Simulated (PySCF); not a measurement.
C2H6PSi (charge -1).
Atom-mapped SMILES: `[CH2:1]=[CH:2][P-:3][SiH3:4]`

Geometry (PBE0-D3(BJ)/def2-SVP, Å), atoms numbered from 1 in this order:
```
atom  x, y, z in Å
C1     1.6757   -0.4988    0.0182
C2     1.3002    0.6931   -0.5102
P3    -0.2803    1.5250   -0.7557
Si4   -1.6267   -0.0059    0.0658
H5     2.7312   -0.7945    0.0581
H6     0.9519   -1.2144    0.4259
H7     2.1318    1.3168   -0.8829
H8    -1.6533   -1.3795   -0.5899
H9    -1.4968   -0.3847    1.5349
H10   -3.0580    0.4744   -0.0505
```

Computed with delta-SCF UKS SCAN, pcX-2 on the ionised atom, pcseg-1 elsewhere, spin-free X2C (PySCF). Each 1s hole has a ground state of its own, since the core basis sits on the ionised atom alone.

```csv
ionised atom,basis functions,E(ground) (Eh),E(ionised) (Eh)
C1,125,-711.99223,-701.53873
C2,125,-711.99166,-701.50993
Si4,136,-712.04265,-644.37865
P3,136,-712.07411,-633.32665
```

Task: What are the 1s binding energies?

Result: E(ionised) − E(ground), at 27.2114 eV a hartree:

| atom | environment | difference (Eh) | binding energy (eV) |
| --- | --- | --- | --- |
| C1 | terminal =CH2 carbon | 10.45350 | 284.45 |
| C2 | alkene CH carbon | 10.48173 | 285.22 |
| Si4 | SiH3 silicon | 67.66400 | 1841.23 |
| P3 | phosphorus bonded to C and Si | 78.74746 | 2142.83 |

Task: How much do the ground-state energies differ, and what would follow from using one of them for all holes?

Result: They run from -712.0741 Eh (core basis on P3) to -711.9917 Eh (on C2), 0.0824 Eh or 2.24 eV apart, though the state is the same; only basis and grid differ. Pairing the ion of C2 with the ground state of P3 would put its binding energy 2.24 eV too high.

Only 1s holes are shown. The unrestricted hole states depart most from a pure doublet (⟨S²⟩ = 0.75; over 0.85 named) for C 1s of C2 (0.98), which makes this value less certain. The species carries charge -1, so core ionisation leaves a neutral species. The basis sets have no added diffuse functions. Isolated species at its PBE0-D3(BJ)/def2-SVP geometry (one conformer only). The geometry's basis has no diffuse functions, a weakness for an anion.
